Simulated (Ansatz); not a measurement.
MoH, multiplicity 6 (lowest of 2S+1 = 2, 4, 6, 8 at CCSD(T)/def2-TZVPP on PBE0 minima; our sources give no spin for the ground state, which may be another), most abundant isotopes (97.9054 and 1.0078 u). Constants from fifth-degree fits in 1/R to seven points on the lowest solution found; no spin–orbit coupling, no relativity up to Kr; ω_e x_e and α_e move by some per cent with the fit.

Correlated levels freeze the inner cores; with def2 sets outer-core shells near the valence are correlated too. CBS(a, b) extrapolates the correlation energy as X⁻³ and adds the Hartree–Fock energy of set b.

Run with Ansatz (a quantum-chemistry and plane-wave program) with Gaussian orbitals.  In def2 rows elements past Kr take small-core potentials, without spin–orbit coupling.

```csv
level,r_e (Å),ω_e (cm⁻¹),ω_e x_e (cm⁻¹),α_e (cm⁻¹)
PBE/def2-TZVPP,1.7129,1774.2,31.0,0.156
"CCSD(T)/CBS(def2-TZVPP, def2-QZVPP)",1.7115,1752.3,26.2,0.143
```

Task: Derive the rotational constants, the centrifugal constant, the fundamental, the zero-point energy and the force constant.

Result: 
μ = 0.99756 u.
- PBE/def2-TZVPP: B_e = 16.8576/(μ r_e²) = 5.7596 cm⁻¹; B₀ = B_e − α_e/2 = 5.6817 cm⁻¹; D = 4B_e³/ω_e² = 2.43e-04 cm⁻¹; fundamental ω_e − 2ω_e x_e = 1712 cm⁻¹; zero-point energy ω_e/2 − ω_e x_e/4 = 879 cm⁻¹; k = μ(2πcω_e)² = 185 N/m
- CCSD(T)/CBS(def2-TZVPP, def2-QZVPP): B_e = 16.8576/(μ r_e²) = 5.7689 cm⁻¹; B₀ = B_e − α_e/2 = 5.6975 cm⁻¹; D = 4B_e³/ω_e² = 2.50e-04 cm⁻¹; fundamental ω_e − 2ω_e x_e = 1700 cm⁻¹; zero-point energy ω_e/2 − ω_e x_e/4 = 870 cm⁻¹; k = μ(2πcω_e)² = 180 N/m
